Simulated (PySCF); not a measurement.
# How methods differ on the ionisation energy of Ir⁺

Ir⁺ [Xe] 4f14 5d7 6s1 (5F) → Ir²⁺ [Xe] 4f14 5d7 (4F), as a difference of total energies. All numbers are calculated (PySCF 2.14, scalar relativity through the core potential, in aug-cc-pVTZ-PP with ECP60MDF (6s6p5d3f2g, 88 functions)). Correlated levels: valence: 5s2 5p6 frozen. The calculations carry no spin-orbit coupling.

**Question.** Order these methods by the ionisation energy they give, lowest first.
A. UHF
B. r2SCAN
C. SCS-MP2 (valence)
D. BHandHLYP

**Answer.** A (16.344 eV), C (17.065 eV), D (17.350 eV), B (18.020 eV).

The reference lies between the lowest fine-structure levels, while these numbers refer to the centres of the terms.

Errors of the correlated levels include the incompleteness of this basis and the frozen core.

For comparison: 17 ± 0.3 eV (semi-empirical (NIST evaluation); NIST Atomic Spectra Database, ionization energies).
